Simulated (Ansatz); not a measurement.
`BB[O][AlH2]` + H₂O → `BBO` + `[OH][AlH2]` at 600 K and 1 bar (formal hydrolysis of a B–O bond).

Computed with Ansatz on PBE0-D4/def2-TZVP structures; ΔE is electronic, products minus reactants. CBS: MP2 limit from def2 TZ/QZ plus the TZ coupled-cluster correction, frozen cores. This one scheme is used for every species. One conformer a species, not always the lowest.

| species | CCSD(T)/CBS energy (Eh) | H − E (kJ/mol) | S (J/(mol·K)) |
| --- | --- | --- | --- |
| `BB[O][AlH2]` | -369.81813 | 189.7 | 422.5 |
| H₂O | -76.37941 | 76.8 | 212.8 |
| `BBO` | -127.16606 | 163.4 | 327.8 |
| `[OH][AlH2]` | -319.03157 | 103.2 | 300.4 |

H − E and S are ideal-gas, rigid-rotor, harmonic terms from PBE0-D4/def2-TZVP, for one conformer and one mirror image of each species. 1 Eh = 2625.50 kJ/mol, R = 8.31446 J/(mol·K).

Task: By hand: ΔE, ΔH, ΔS and ΔG.

Result: ΔE = (-127.16606) + (-319.03157) − (-369.81813) − (-76.37941) = -0.00009 Eh = -0.2 kJ/mol. Δ(H − E) = 163.4 + 103.2 − 189.7 − 76.8 = 0.1, so ΔH = -0.1 kJ/mol. ΔS = 327.8 + 300.4 − 422.5 − 212.8 = -7.1 J/(mol·K). ΔG = -0.1 − 600 × (-7.1)/1000 = 4.2 kJ/mol.

Task: By hand: the equilibrium constant, and the temperature at which ΔG would vanish if ΔH and ΔS stayed fixed.

Result: log₁₀ K = −ΔG/(RT ln 10) = -0.4. ΔG = 0 at ΔH/ΔS = 14 K, though so small a ΔH makes that figure unsure.

TΔS isn't small against ΔH here. The sign of ΔG lies within the doubt. A doubt of 5 kJ/mol in ΔE shifts log₁₀ K by 0.4 here. Other conformers and mirror images would add mixing entropy, several J/(mol·K) or more a flexible species. These are equilibria of isolated gas molecules and say nothing of rates. Largest T1 diagnostic: 0.014 (customary marks: 0.02 for closed shells, 0.045 for open ones).
